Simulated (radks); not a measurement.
Results of a calculation; reference values are marked as such.
Task: Isoelectronic series with 16 electrons, all held in the configuration [Ne] 3s2 3p4, which need not be the ground one along the series. Level of theory: Dirac Kohn-Sham, LDA (Slater exchange, Perdew-Wang correlation), spin-unpolarised, spherical densities, finite nucleus; open shells fill j = l - 1/2 first; Fermi nuclear charge, rms radius of each element as measured or else 0.836 A^(1/3) + 0.57 fm (a radial shooting solver on a logarithmic mesh with Libxc functionals). Total energies (hartree) and orbital eigenvalues (eV) (* marks an orbital that is empty in some or all of the ions):

| ion | E (hartree) | 3d5/2* | 3d3/2* | 3p3/2 | 3p1/2 |
|---|---|---|---|---|---|
| Cu13+ | -1575.61857 | -355.5126 | -356.2206 | -420.7056 | -424.6578 |
| Zn14+ | -1700.19612 | -405.1634 | -406.0327 | -474.2628 | -478.9745 |
| Ga15+ | -1829.70788 | -457.8663 | -458.9221 | -530.8870 | -536.4616 |
| Ge16+ | -1964.17393 | -513.6166 | -514.8866 | -590.5783 | -597.1285 |
| As17+ | -2103.61568 | -572.4107 | -573.9249 | -653.3377 | -660.9858 |
| Br19+ | -2397.51394 | -699.1182 | -701.2222 | -788.0666 | -798.3186 |
| Kr20+ | -2552.01739 | -767.0273 | -769.4823 | -860.0403 | -871.8199 |
| Rb21+ | -2711.58997 | -837.9711 | -840.8186 | -935.0901 | -948.5632 |
| Sr22+ | -2876.25741 | -911.9483 | -915.2329 | -1013.219 | -1028.563 |

Estimate the row of Se18+.

Result: E (hartree) -2248.05461; 3d5/2* -634.2453; 3d3/2* -636.0366; 3p3/2 -719.1665; 3p1/2 -728.0451.
